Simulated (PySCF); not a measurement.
Ionisation energy of Sr³²⁺ by level of theory

Sr³²⁺ [He] 2s2 2p2 (3P) → Sr³³⁺ [He] 2s2 2p1 (2P), as a difference of total energies. Calculation: PySCF 2.14, in an uncontracted even-tempered set (19 s from 11 bohr⁻², ratio 2.2; 12 p from 14 bohr⁻², ratio 2.2; 6 d from 55 bohr⁻², ratio 2.4; 5 f from 82 bohr⁻², ratio 2.4; 4 g from 120 bohr⁻², ratio 2.4); scalar relativity by spin-free X2C-1e. Correlated levels: nothing frozen; virtual orbitals above 40 to 60 times the deepest correlated orbital energy dropped. The calculations carry no spin-orbit coupling.

```
                 method  ionisation energy (eV)
                    UHF                  4026.2
                    LDA                  4023.4
                    PBE                  4025.4
                   PBE0                  4025.9
                 r2SCAN                  4028.3
                  M06-L                  4027.9
                  TPSSh                  4025.6
    MP2 (all electrons)                  4025.8
SCS-MP2 (all electrons)                  4025.4
```

Spin-orbit coupling is strong in these open shells (close to jj coupling). The scalar numbers leave it out and a first-order estimate fails, so it can dominate the gap to the real levels.

For this ion Breit and QED terms and the two-electron picture change, all absent here, outweigh the differences among the correlated methods.

For comparison: 4053 ± 4 eV (semi-empirical (NIST evaluation); NIST Atomic Spectra Database, ionization energies).
